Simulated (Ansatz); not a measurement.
Calculated with Ansatz (gas phase, PBE0-D4/def2-TZVP geometries, no zero-point term in ΔE). CCSD(T)/CBS is the MP2 limit (def2-TZVPP, def2-QZVPP) plus CCSD(T) − MP2 in def2-TZVPP, frozen cores. This one scheme is used for every species. DFT in def2-TZVPP. For Ga outer-core shells are correlated without core-valence functions, which leaves a few kJ/mol of doubt a bond. Scalar relativity is left out up to krypton.

Consider the cleavage of the Ga–B bond: `[BH2][GaH][SiH3]` + H–F → `[F][GaH][SiH3]` + BH₃.

```tsv
level	ΔE (eV)
r2SCAN	-1.11
BHLYP	-1.27
HF/def2-QZVPP	-1.43
HF/CBS(def2)	-1.44
```

Question: What does CCSD(T)/CBS give? (Best estimate.)

Answer: The calculation gave: -1.04 eV. The listed levels differ from it by -0.07, -0.23, -0.39, -0.40 eV.

Largest T1 diagnostic among the species: 0.014.

At CCSD(T), def2-SVP lies −0.26 eV from the extrapolated value and def2-TZVPP −0.05 eV. The D4 term adds +0.05 eV with B3LYP and +0.03 eV with PBE0; it sums over pairs of atoms, weighted by their polarisabilities, and B3LYP, whose exchange is more repulsive, gets the larger term.

B3LYP here is the variant with VWN-RPA as its local correlation; programs differ in this.
